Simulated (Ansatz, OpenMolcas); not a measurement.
## CH5AlOSi: a line through the functionals

The species is CH5AlOSi (9 atoms), meant as a singlet with charge 0. As SMILES, `[CH2]1O[SiH2][AlH]1`. Geometry: relaxed at PBE0-D4/def2-TZVP.

The HOMO–LUMO gap y, in eV, basis def2-SVP; a is the functional's share of exact exchange. Programs: Ansatz 0.2.0, OpenMolcas 26.06.

| functional | program | a | y (eV) |
| --- | --- | --- | --- |
| BLYP | Ansatz | 0 | 3.19 |
| TPSS | OpenMolcas | 0 | 3.47 |
| B3LYP | Ansatz | 0.2 | 4.64 |
| r2SCAN0 | Ansatz | 0.25 | ? |
| PBE0 | Ansatz | 0.25 | 5.00 |
| BHLYP | Ansatz | 0.5 | 6.76 |

**Question.** Fit y = c + s·a to the known rows and predict r2SCAN0.

**Answer.** 
1. Means of the 5 rows: a = 0.1900, y = 4.612.
2. Σ(Δa)² = 0.172, Σ(Δa·Δy) = 1.1766, so the slope is 1.1766/0.172 = 6.8407.
3. Intercept: 4.612 − (6.8407) × 0.1900 = 3.312. The largest residual of the fit is 0.16.
4. r2SCAN0: 3.312 + (6.8407) × 0.25 = 5.02 eV.

The run gave 5.27 eV, so the prediction is off by -0.25 eV, more than the scatter of the fit. Exact exchange lowers occupied levels and raises empty ones. The rows mix families of semi-local functionals, which the line can't see.
